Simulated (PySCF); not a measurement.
## Ti3, broken-symmetry Ms = 1: structure and spectrum

Computed with UPBE0/[Ti def2-TZVP], no relativity, density fitting, PySCF.

The structure is a minimum.

| Quantity | Value |
| --- | --- |
| Point group | Cs |
| Bond lengths | Ti–Ti 2.377 Å, Ti–Ti 2.714 Å, Ti–Ti 2.827 Å |
| Bond angles | Ti–Ti–Ti 50.8°, Ti–Ti–Ti 62.2°, Ti–Ti–Ti 67.1° |
| Zero-point energy | 2.8 kJ/mol |
| Enthalpy at 298.15 K above 0 K | 14.94 kJ/mol |
| Heat capacity Cp at 298.15 K | 56.9 J/(mol K) |
| Rotational constants | 0.1255, 0.08369, 0.0502 cm⁻¹ |
| Entropy at 298.15 K and 1 bar (electronic part: spin only) | 329.5 J/(mol K) |
| Atomisation energy without zero-point energy | 264 kJ/mol |
| Lowest empty level (β) | -1.99 eV |
| Principal quadrupole moments (Buckingham, traceless) about the centre of mass | -4.68, -0.41, 5.09 D Å |
| Spin squared ⟨S²⟩ | 4.821 |
| Dipole moment | 0.37 D |
| Highest occupied level (β) | -3.74 eV |
| Rotational symmetry number | 1 |
| Principal polarisabilities | 163.8, 302.9, 318.9 bohr³ |

Harmonic modes (masses in u: Ti 47.948):
| symmetry | ω (cm⁻¹) | IR (km/mol) | μ (u) |
| --- | --- | --- | --- |
| a' | 89 | 0.6 | 47.95 |
| a' | 155 | 2.1 | 47.95 |
| a' | 225 | 5.1 | 47.95 |

Charges (e):
| atom | Mulliken | Löwdin | polar tensor | spin (Mulliken) | Mayer order to Ti1 |
| --- | --- | --- | --- | --- | --- |
| Ti1 | 0.04 | 0.02 | 0.03 | -2.92 | – |
| Ti2 | -0.02 | 0.00 | 0.08 | 2.50 | 0.76 |
| Ti3 | -0.02 | -0.02 | -0.12 | 2.42 | 0.91 |
Other Mayer orders above 0.3: Ti–Ti 2.02.

Mulliken populations on Ti1: s 7.09, p 12.17, d 2.70, f 0.00.

The determinant is spin-contaminated (⟨S²⟩ = 4.82, pure value 2.00). This need not be the most stable arrangement of these atoms. Open d and f shells are described by one determinant, and the ground state may have another occupation or spin.

The final relaxation and frequency run took 2 min on 4 threads of a shared Arm Neoverse V2 host, with 135 basis functions and 15 gradients; the process peaked at 1.1 GiB.
